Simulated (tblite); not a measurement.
C6H9OP.
SMILES with atom numbers: `[CH:1]#[C:2][P:3]1[CH2:4][CH2:5][O:6][CH2:7][CH2:8]1` (hydrogens: H9 on C1; H10, H11 on C4; H12, H13 on C5; H14, H15 on C7; H16, H17 on C8)

Computed with GFN2-xTB (tblite), gas phase: Langevin dynamics at 300 K from the optimised GFN2-xTB geometry, time step 0.5 fs, friction 0.01 fs⁻¹, 2000 steps.

Start geometry:
```
atom  x, y, z in Å
C1      3.475    0.042    0.535
C2      2.289    0.023    0.729
P3      0.578   -0.008    1.172
C4      0.038   -1.365    0.004
C5     -1.453   -1.192   -0.289
O6     -1.746   -0.011   -0.996
C7     -1.485    1.160   -0.260
C8      0.000    1.366    0.041
H9      4.505    0.059    0.325
H10     0.210   -2.336    0.473
H11     0.611   -1.314   -0.926
H12    -1.810   -2.004   -0.929
H13    -2.020   -1.213    0.656
H14    -1.863    1.977   -0.880
H15    -2.054    1.143    0.685
H16     0.575    1.358   -0.888
H17     0.143    2.328    0.538
```

The statistics below take the 31 frames saved every 25 fs from 250 to 1000 fs; their kinetic temperature (all 3N coordinates) averages 307 K.

**Question.** Give the mean, spread and extremes of the bond lengths.

**Answer.** 
```
  bond  start (Å)  mean (Å)  standard deviation (Å)  shortest (Å)  longest (Å)
 C1≡C2      1.203     1.206                   0.016         1.172        1.242
 C2–P3      1.767     1.774                   0.030         1.700        1.846
 P3–C4      1.870     1.876                   0.038         1.805        1.966
 C4–C5      1.529     1.533                   0.026         1.481        1.596
 C5–O6      1.407     1.413                   0.038         1.369        1.532
 O6–C7      1.407     1.411                   0.031         1.357        1.475
 C7–C8      1.529     1.535                   0.030         1.476        1.587
 P3–C8      1.870     1.875                   0.049         1.801        1.969
 C1–H9      1.051     1.058                   0.025         1.010        1.108
C4–H10      1.092     1.100                   0.033         1.046        1.181
C4–H11      1.093     1.096                   0.025         1.047        1.163
C5–H12      1.094     1.100                   0.024         1.061        1.158
C5–H13      1.103     1.107                   0.040         1.025        1.199
C7–H14      1.094     1.097                   0.033         1.042        1.149
C7–H15      1.103     1.099                   0.032         1.045        1.165
C8–H16      1.093     1.099                   0.024         1.055        1.142
C8–H17      1.092     1.102                   0.034         1.039        1.167
```

**Question.** Give the same statistics for bond angles, one of each kind among heavy atoms.

**Answer.** 
| angle | start (°) | mean (°) | standard deviation (°) | smallest (°) | largest (°) |
| --- | --- | --- | --- | --- | --- |
| C1–C2–P3 | 174.8 | 167.1 | 6.6 | 153.7 | 179.1 |
| C2–P3–C4 | 97.8 | 98.5 | 4.8 | 90.8 | 106.5 |
| C4–P3–C8 | 93.8 | 93.6 | 3.3 | 88.2 | 100.2 |
| P3–C4–C5 | 108.6 | 108.7 | 4.8 | 94.9 | 119.0 |
| C4–C5–O6 | 113.2 | 113.3 | 3.5 | 105.9 | 118.6 |
| C5–O6–C7 | 113.4 | 113.8 | 4.0 | 106.1 | 123.5 |

**Question.** How far does each atom move about its mean position (frames aligned on the start, all atoms weighted alike), and what rms force does it feel?

**Answer.** 
```csv
atom,rms displacement (Å),rms force (eV/Å)
C1,0.25,1.80
C2,0.13,1.85
P3,0.14,1.30
C4,0.15,1.67
C5,0.10,1.87
O6,0.16,1.46
C7,0.09,1.93
C8,0.14,1.88
H9,0.40,0.98
H10,0.28,1.04
H11,0.27,0.83
H12,0.21,0.88
H13,0.22,1.10
H14,0.19,1.07
H15,0.23,1.03
H16,0.27,0.81
H17,0.23,1.06
```

The displacements run from 0.09 to 0.40 Å, the largest at H9.

**Question.** How widely does the potential energy scatter, against a harmonic estimate?

**Answer.** Mean 0.58 eV above the start, standard deviation 0.099 eV, range 0.40 to 0.82 eV. For 45 classical harmonic modes at 300 K the canonical values are 45kT/2 = 0.58 eV and kT·√(45/2) = 0.123 eV.

The run is classical and short, so these are rough statistics of one trajectory.

What follows is the cost of the whole dynamics run. The run took 20 s wall on an Arm Neoverse N1 with one thread, shared host with 64 logical CPUs at a one-minute load of 26, and the process peaked at 0.18 GiB of memory.
